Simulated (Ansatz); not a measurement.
Reaction (ligand exchange at a Ga–O bond): `C[O][Ga]([OH])[F]` + H₂S → `[OH][Ga]([F])[SH]` + CH₃OH

Computed with Ansatz on PBE0-D4/def2-TZVP structures; ΔE is electronic, products minus reactants. CCSD(T)/CBS is the MP2 limit (def2-TZVPP, def2-QZVPP) plus CCSD(T) − MP2 in def2-TZVPP, frozen cores. This one scheme is used for every species. For Ga outer-core shells are correlated without core-valence functions, which leaves a few kJ/mol of doubt a bond. Scalar relativity is left out up to krypton. Each species was taken in one conformer, which may not be the lowest.

```json
{"level": "MP2/def2-TZVPP", "ΔE (kJ/mol)": "-37.6"}
{"level": "HF/def2-QZVPP", "ΔE (kJ/mol)": "-38.7"}
```

Problem. What does CCSD(T)/CBS give? (Estimate.)

Solution. The calculation gave: -42.6 kJ/mol. The listed levels differ from it by 5.0, 3.9 kJ/mol.

Largest T1 diagnostic among the species: 0.014.

CCSD(T)/CBS has its own doubt, a few kJ/mol and more with outer-core shells, so smaller differences from it don't rank the levels.
